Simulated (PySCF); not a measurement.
C₆ coefficients of unlike pairs at PBE0

Calculated with PySCF 2.14 from the dipole response of each species, C₆(A,B) = (3/π) ∫ α_A(iu) α_B(iu) du, in atomic units, from isotropic polarisabilities. For ions this is the dispersion term alone; charge-induced terms of lower order in 1/R come first.

| species | configuration | basis | relativity | α (bohr³) | C₆ (like pair) |
| --- | --- | --- | --- | --- | --- |
| Xe⁺ | [Kr] 4d10 5s2 5p5 (2P) | x2c-TZVPPall with one added diffuse shell each of s, p, d, f type (9s7p5d3f) | spin-free X2C | 17.86 | 156.4 |
| Li | [He] 2s1 (2S) | dyall-av3z (15s9p3d) | spin-free X2C | 146.8 | 1185 |
| Sc | [Ar] 3d1 4s2 (2D) | aug-cc-pVTZ (8s7p5d3f2g) | none | 130.8 | 1659 |
| V²⁺ | [Ar] 3d3 (4F) | x2c-QZVPPall with one added diffuse shell each of s, p, d, f, g type (12s8p6d4f3g) | spin-free X2C | 4.619 | 13.88 |

(1) Estimate C₆ for V²⁺ with Sc.

No spin-orbit coupling is included.

The other pairs:

```
    pair     C₆
 Sc, Xe⁺  395.0
 V²⁺, Li  68.96
V²⁺, Xe⁺  45.57
  Sc, Li   1343
 Li, Xe⁺  263.1
```

Results:

(1) The integral gives 105.9. The combination rule 2 C_A C_B / (C_A α_B/α_A + C_B α_A/α_B) gives 101.9 and the geometric mean 151.7.
